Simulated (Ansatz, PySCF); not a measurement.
Stretching the Al1–H2 bond in AlH5Si (SMILES [AlH2][SiH3]) (multiplicity 1 held, fragments rigid). Energies count from the point at 1.583 Å.
Geometry at that point (charge 0, multiplicity 1):
```tsv
atom	x (Å)	y (Å)	z (Å)
Al	0.0339	-0.6045	-1.1593
H	-1.2881	-0.7373	-2.0206
H	1.3858	-1.1878	-1.7414
Si	-0.0279	0.5276	1.0239
H	-0.0393	2.0039	0.8270
H	1.1451	0.2081	1.8784
H	-1.2539	0.1849	1.7925
```

U- levels take the lowest unrestricted solution at each point, which mixes spins at long bonds. Active spaces are followed from a long bond inwards. Levels need not reach the same state.

Cores are frozen in the correlated methods. Rows in 3-21G, 6-31G* carry no dispersion term and start afresh at each structure (6-31G* with six Cartesian d functions). MP2/6-31G* freezes PySCF's default core.

The values were computed with Ansatz (Gaussian orbitals); PySCF for 3-21G rows, 6-31G* rows. 

Other levels give for the energy at R = 5.067 Å: U-PBE/cc-pV(T+d)Z 3.475; U-B3LYP/cc-pV(T+d)Z 3.669; U-wB97X-V/cc-pV(T+d)Z 3.767; FIC-MRCISD+Q on CASSCF(2,2)/cc-pV(T+d)Z 3.693 eV.

Common cheap choices:

```
level           energy at R = 5.067 Å (eV)
--------------  --------------------------
R-HF/3-21G                           6.873
R-HF/6-31G*                          6.817
U-HF/6-31G*                          2.872
R-B3LYP/6-31G*                       5.078
U-B3LYP/6-31G*                       3.651
R-MP2/6-31G*                         4.759
```

Doubts at one or more of the structures used: a restricted determinant that unrestricted orbitals would lower (R-HF/3-21G, R-HF/6-31G*, R-B3LYP/6-31G*, R-MP2/6-31G*); a spin-contaminated determinant (U-HF/6-31G*, U-B3LYP/6-31G*, U-PBE/cc-pV(T+d)Z, U-B3LYP/cc-pV(T+d)Z, U-wB97X-V/cc-pV(T+d)Z).

Ansatz is an electronic-structure program.
